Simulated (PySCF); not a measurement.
## Electronic structure of Kr⁺ (krypton, charge +1) at the UHF level

Configuration: [Ar] 3d10 4s2 4p5, 2P determinant. All numbers are calculated (PySCF 2.14, the non-relativistic Hamiltonian (point nucleus), in def2-SVP).

```json
{
 "Total energy": "-2751.185325 hartree",
 "One-electron energy": "-3814.2556 hartree",
 "Hartree (Coulomb) energy": "1156.6007 hartree",
 "Exchange energy": "-93.5303 hartree",
 "Kinetic energy": "2751.22590 hartree",
 "⟨S²⟩": "0.7556",
 "⟨L²⟩": "2.018",
 "Sum of ⟨r⟩": "23.74 bohr",
 "Sum of ⟨r²⟩": "32.48 bohr²",
 "Traceless quadrupole moment −½Σ⟨3z² − r²⟩ along its main axis": "1.67 e·bohr²",
 "Density at the nucleus (Gaussians lack the cusp)": "30300 bohr⁻³",
 "Spin density at the nucleus": "0.220 bohr⁻³",
 "Langevin diamagnetic susceptibility": "-25.7 ×10⁻⁶ cm³/mol",
 "Time after the integrals": "0.09 s of wall time on 1 thread of Neoverse-V1 (shared host)"
}
```

```
shell  electrons  mean orbital energy (hartree)  spread (hartree)  rms radius, mean of both spins (bohr)
 1s α          1                     -520.56491                 0                                 0.0491
 1s β          1                     -520.55910                 0                                 0.0491
 2s α          1                      -70.32909                 0                                  0.203
 2s β          1                      -70.32595                 0                                  0.203
 2p α          3                      -63.45455           0.00975                                  0.179
 2p β          3                      -63.44829           0.00376                                  0.179
 3s α          1                      -11.29721                 0                                  0.576
 3s β          1                      -11.28656                 0                                  0.576
 3p α          3                       -8.78326           0.03078                                  0.586
 3p β          3                       -8.76892           0.00246                                  0.586
 3d α          5                       -4.27416           0.02808                                  0.610
 3d β          5                       -4.26685           0.01557                                  0.610
 4s α          1                       -1.59731                 0                                   1.70
 4s β          1                       -1.47751                 0                                   1.70
 4p α          3                       -0.94138           0.07475                                   2.00
 4p β          2                       -0.89156                 0                                   2.00
```
